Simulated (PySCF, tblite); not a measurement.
Compound: C₆H₁₅NOSi.
Atom-mapped SMILES: `[CH3:1][CH:2]([CH3:3])[Si@H:4]([CH3:5])[CH2:6][C:7]([NH2:8])=[O:9]` (hydrogens: H10, H11, H12 on C1; H13 on C2; H14, H15, H16 on C3; H17 on Si4; H18, H19, H20 on C5; H21, H22 on C6; H23, H24 on N8)

Structure used (GFN2-xTB), in Å, numbered top down from 1:
```
atom  x, y, z in Å
C1    -2.0657    0.0243    1.5798
C2    -0.9944   -0.5256    0.6393
C3    -1.6386   -1.1020   -0.6216
Si4    0.3217    0.7996    0.2314
C5    -0.4644    2.3842   -0.4670
C6     1.5847    0.1631   -1.0647
C7     2.0317   -1.2205   -0.7105
N8     3.0450   -1.2709    0.1921
O9     1.5265   -2.2296   -1.1534
H10   -1.6203    0.4138    2.4927
H11   -2.6195    0.8289    1.1010
H12   -2.7737   -0.7573    1.8511
H13   -0.4956   -1.3543    1.1534
H14   -2.3960   -1.8388   -0.3561
H15   -0.8895   -1.5938   -1.2366
H16   -2.1213   -0.3213   -1.2069
H17    1.0753    1.1200    1.4650
H18   -1.0470    2.1807   -1.3610
H19    0.2902    3.1195   -0.7284
H20   -1.1274    2.8400    0.2607
H21    1.1182    0.1327   -2.0468
H22    2.4360    0.8388   -1.1088
H23    3.4440   -0.4428    0.5932
H24    3.3685   -2.1690    0.5095
```

Method used: PBE0/pcSseg-1 in PySCF (dipole) on a GFN2-xTB geometry, gas phase.

Take the most abundant isotopes and a rigid rotor. The values belong to one conformer with, in the numbering `[CH3:1][CH:2]([CH3:3])[Si@H:4]([CH3:5])[CH2:6][C:7]([NH2:8])=[O:9]`, C1–C2–Si4–C5 -55°, C2–Si4–C6–C7 -46°, Si4–C6–C7–N8 -84°, C6–C7–N8–H 1° and 177°.

Problem. Give the principal moments of inertia and the rotational constants in GHz.

Solution. Ia = 282.97, Ib = 557.17, Ic = 672.61 u·Å²; 505379 MHz·u·Å²/I gives 1786, 907.0 and 751.4 MHz, that is A = 1.7860, B = 0.9070, C = 0.7514 GHz.

Problem. Classify the top.

Solution. An asymmetric top; Ray's κ = -0.699.

Problem. Is it planar, by Δ = Ic − Ia − Ib?

Solution. Not planar: Δ = Ic − Ia − Ib = -167.53 u·Å². For a rigid frame Δ = −2 Σ m c², so Σ m c² = 83.77 u·Å² lies off the ab plane: 25.51 from hydrogen and 58.25 from heavier atoms. The atom farthest from that plane is 1.95 Å away.

Problem. Give the other two planar moments, Paa and Pbb, and the rms extents of the mass along the axes.

Solution. Paa = Σ m a² = (Ib + Ic − Ia)/2 = 473.41 and Pbb = Σ m b² = (Ia + Ic − Ib)/2 = 199.20 u·Å². With the mass M = 145.09 u, the rms extents √(P/M) along a, b and c are 1.81, 1.17, 0.76 Å.

Problem. Which lines would a microwave search look for?

Solution. The dipole components are |μa| = 0.33 D, |μb| = 2.70 D, |μc| = 1.87 D. Intensities carry the squares of the components, which stand as 0.01 : 1.00 : 0.48 (a : b : c). Some lines, for components of 0.1 D or more:

| type | branch | J(Ka,Kc) | MHz | lower level (cm⁻¹) |
| --- | --- | --- | --- | --- |
| a | Q | 2(1,1) ← 2(1,2) | 467 | 0.190 |
| c | Q | 2(1,2) ← 2(0,2) | 742 | 0.165 |
| b | Q | 1(1,0) ← 1(0,1) | 1035 | 0.055 |
| b | Q | 2(1,1) ← 2(0,2) | 1209 | 0.165 |
| b | R | 1(1,1) ← 0(0,0) | 2537 | 0.000 |
| b | Q | 2(2,1) ← 2(1,2) | 3104 | 0.190 |
| a | R | 2(1,2) ← 1(1,1) | 3161 | 0.085 |
| a | R | 2(1,1) ← 1(1,0) | 3472 | 0.090 |
| c | R | 2(2,0) ← 1(1,0) | 6128 | 0.090 |
| c | R | 2(2,1) ← 1(1,1) | 6265 | 0.085 |
| b | R | 2(2,0) ← 1(1,1) | 6284 | 0.085 |

Problem. Estimate the classical rotational partition function at 10 K, 25 K and 200 K.

Solution. Point group C1, symmetry number σ = 1; q = (√π/σ)·√((kT/h)³/(ABC)), k/h = 20836.6 MHz/K: 4830 at 10 K, 19100 at 25 K, 432000 at 200 K.

Its GFN2-xTB frequencies are all real (lowest 29 cm⁻¹). Zero-point vibration and centrifugal distortion are left out. A rigid rotor knows nothing of internal rotation, which can split or shift real lines. Quadrupole hyperfine structure (14N) is left out.
